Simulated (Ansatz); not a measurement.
```yaml
crystal:
  periodic: [false, false, false]
  atoms:
    - {symbol: Br, position_ang: [-0.674375, -0.405450, -3.228041]}
    - {symbol: Br, position_ang: [-3.221606, 0.634248, -0.508585]}
    - {symbol: Br, position_ang: [0.007604, 2.331202, -0.885623]}
    - {symbol: Br, position_ang: [-1.028263, -2.272964, -0.092452]}
    - {symbol: P, position_ang: [-0.715753, 0.447866, 1.688751]}
    - {symbol: P, position_ang: [1.628678, -0.500001, -0.813709]}
    - {symbol: Ti, position_ang: [-0.943000, 0.054995, -0.904234]}
    - {symbol: H, position_ang: [0.551690, 0.264928, 2.335597]}
    - {symbol: H, position_ang: [-1.504799, -0.356497, 2.570071]}
    - {symbol: H, position_ang: [-1.018771, 1.744715, 2.211307]}
    - {symbol: H, position_ang: [2.056232, -1.805130, -1.214453]}
    - {symbol: H, position_ang: [2.335446, -0.434253, 0.433092]}
    - {symbol: H, position_ang: [2.526908, 0.296351, -1.591731]}
basis:
  gaussian: {orbitals: def2-TZVP, initial_orbitals: start.molden}
hamiltonian: {xc: {name: CAM-B3LYP}, dispersion: d4}
scf: {omitted_lower_state_checks: [starts]}
output: {orbitals: {seedname: orbitals}}
```

The file start.molden holds the orbitals of an earlier run on this structure, at another level or in another basis.

```sh
$ ansatz run in.yaml --threads 4 --pin off --events-out ev --progress --plain --max-ram 4787MiB
```

(1) Does this run fit into the memory that it is given?

Results:

(1) No. It has 347 basis functions, and Ansatz plans for 6 GiB where 5 GiB are given.
